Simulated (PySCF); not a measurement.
Compound: (FGe)4O6 adamantane, F₄Ge₄O₆.
Cartesian coordinates in Å at the PBE0-D3(BJ)/def2-SVP level; atoms count from 1:
```xyz
14
F4Ge4O6 angstrom
Ge     1.132    1.375   -0.343
F      2.188    2.661   -0.670
O     -0.403    1.555   -1.201
Ge    -1.556    0.247   -0.905
F     -3.010    0.480   -1.746
O     -0.755   -1.258   -1.376
Ge     0.764   -1.566   -0.525
F      1.476   -3.020   -1.026
O      1.818   -0.179   -0.830
O      0.399   -1.566    1.205
Ge    -0.345   -0.071    1.789
F     -0.669   -0.126    3.452
O      0.757    1.250    1.380
O     -1.817    0.173    0.841
```

Computed, not measured: TDDFT B3LYP/def2-SVPD, vertical, gas phase, core orbitals frozen in the response (PySCF). Relativistic effects, spin–orbit coupling among them, are left out although an element past zinc is present.

Kohn–Sham orbitals with the atoms that hold most of them (Löwdin shares over 4%, at most four atoms; ? is withheld):

```
orbital  ε (eV)                             atoms
 LUMO+2   -1.24   Ge1 11%, O13 10%, O6 10%, O3 9%
 LUMO+1   -1.25   O10 10%, O3 10%, Ge4 9%, O14 9%
   LUMO       ?                                 ?
   HOMO  -10.26  O14 28%, O13 25%, O6 21%, O9 19%
 HOMO-1  -10.26  O3 35%, O9 25%, O14 18%, O10 12%
 HOMO-2  -10.26  O10 34%, O6 25%, O13 19%, O3 12%
 HOMO-3  -10.76  O3 20%, O13 20%, O14 19%, O6 10%
```

(1) Which atoms hold the LUMO, and with what shares?

(2) What is the LUMO energy, and the HOMO–LUMO gap?

Results:

(1) Ge11 (bonded to F and 3 O) 10%; Ge7 (bonded to F and 3 O) 10%; Ge1 (bonded to F and 3 O) 10%; Ge4 (bonded to F and 3 O) 10%.

(2) ε(LUMO) = -3.28 eV; the gap is 6.98 eV (0.2565 hartree).

Within 0.005 eV of a neighbour in this list lie HOMO-2/HOMO-1/HOMO (point group found: Td); within a degenerate set the shares of single atoms can hang on how the components are chosen.

Task: The HOMO–LUMO gap is 6.98 eV. Where does the response calculation put the lowest singlet, and from which orbitals?

Result: S1 is at 5.93 eV (f = 0.0000), 1.05 eV below the gap, made of HOMO-2/HOMO-1/HOMO→LUMO (98%). S1/S2/S3 lie within about 0.01 eV of each other. 

Next come S2 at 5.93 eV (f 0.0000), HOMO-2/HOMO-1/HOMO→LUMO (≥95%); S3 at 5.93 eV (f 0.0000), HOMO-2/HOMO-1/HOMO→LUMO (≥95%); S4 at 6.58 eV (f 0.101), HOMO-3→LUMO (95%); S5 at 6.59 eV (f 0.101), HOMO-4→LUMO (90%).

Orbitals of the list HOMO-3 to LUMO+2 that lie within 0.01 eV of each other are written together with a slash and their weights summed (≥ marks a lower bound); for degenerate orbitals outside that list single weights are arbitrary.

One conformer stands for the species.
